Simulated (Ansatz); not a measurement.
Relaxation of CH9OSbSi2 (14 atoms, charge 0, multiplicity 1), to a largest force component of 0.015 eV/Å in at most 40 steps.

Level of theory: Ansatz, RHF/def2-SVP.

```xyz
14
Properties=species:S:1:pos:R:3
O -2.101 -0.616 1.608
Si -0.450 -0.594 1.379
C -0.065 -0.190 -0.412
Si 1.888 -0.298 -0.654
Sb -0.688 1.808 -0.887
H -2.382 0.404 1.674
H 0.093 -1.927 1.712
H 0.218 0.418 2.261
H -0.537 -0.897 -1.025
H 2.496 0.650 0.258
H 2.256 -1.673 -0.318
H 2.154 0.013 -2.034
H -2.420 1.323 -0.960
H -0.475 1.549 -2.573
```

**Question.** Where does it end, and by what steps?

**Answer.** The run converged. The force dipped under the threshold on the way, but the program's further checks kept it going. After 25 steps the energy has fallen by 0.765 eV; H13 moved furthest, 0.93 Å.

```
step  energy less start (eV)  largest force component (eV/Å)  accepted
   0                  0.0000                           4.949       yes
   1                 -0.4504                           2.260       yes
   2                 -0.6664                           0.684       yes
   3                 -0.7227                           0.380       yes
   4                 -0.7268                           0.571       yes
   5                 -0.7382                           0.105       yes
   6                 -0.7402                           0.065       yes
   7                 -0.7407                           0.061       yes
   8                 -0.7425                           0.021       yes
   9                 -0.7427                           0.212       yes
  10                 -0.7456                           0.071       yes
  11                 -0.7478                           0.064       yes
  12                 -0.7514                           0.331       yes
  13                 -0.7502                           0.324        no
  14                 -0.7569                           0.111       yes
  15                 -0.7607                           0.029       yes
  16                 -0.7587                           0.513        no
  17                 -0.7615                           0.100       yes
  18                 -0.7630                           0.139       yes
  19                 -0.7597                           0.244        no
  20                 -0.7643                           0.016       yes
  21                 -0.7644                           0.015       yes
  22                 -0.7646                           0.016       yes
  23                 -0.7647                           0.012       yes
  24                 -0.7647                           0.018       yes
  25                 -0.7648                           0.013       yes
```

```xyz
14
Properties=species:S:1:pos:R:3
O -2.089 -0.794 1.458
Si -0.475 -0.452 1.393
C 0.101 -0.121 -0.371
Si 1.945 -0.402 -0.671
Sb -0.522 1.873 -1.085
H -2.730 -0.140 1.232
H 0.210 -1.635 1.950
H -0.158 0.735 2.230
H -0.436 -0.844 -0.996
H 2.752 0.413 0.271
H 2.295 -1.831 -0.481
H 2.313 -0.006 -2.054
H -2.038 1.861 -0.300
H -1.182 1.315 -2.549
```

Time of the run: 2.3 min on 2 threads of AMD EPYC 7R43 64-Core Processor (Zen 3) (shared host), peak memory 0.37 GiB.
